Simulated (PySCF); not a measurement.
## Excitation energy of Co⁺ by level of theory

Co⁺ [Ar] 3d8 (3F) → Co⁺ [Ar] 3d7 4s1 (5F), as a difference of total energies. All numbers are calculated (PySCF 2.14, scalar relativity by spin-free X2C-1e, in x2c-QZVPPall with one added diffuse shell each of s, p, d, f, g type (12s8p6d5f3g, 128 functions)). Correlated levels: valence: [Ar] frozen; valence and next inner shell: [Ne] frozen. The calculations carry no spin-orbit coupling.

```
                                method  excitation energy (eV)
                                   UHF                  -1.516
                                   LDA                   0.732
                                   PBE                   0.540
                                  PBE0                   0.212
                                r2SCAN                   0.204
                                B2PLYP                   0.358
                                PBEsol                   0.573
                               LC-wPBE                   0.725
                         MP2 (valence)                   0.549
SCS-MP2 (valence and next inner shell)                   0.917
```

Estimate what MP2 (valence and next inner shell) gives.

0.974 eV, closest to SCS-MP2 (valence and next inner shell) among the rows shown.

Estimate what SCS-MP2 (valence) gives.

0.679 eV, closest to LC-wPBE among the rows shown.

Errors of the correlated levels include the incompleteness of this basis and the frozen core.

For comparison: 0.429 eV (measured; NIST levels, between the centres of gravity of the two terms).
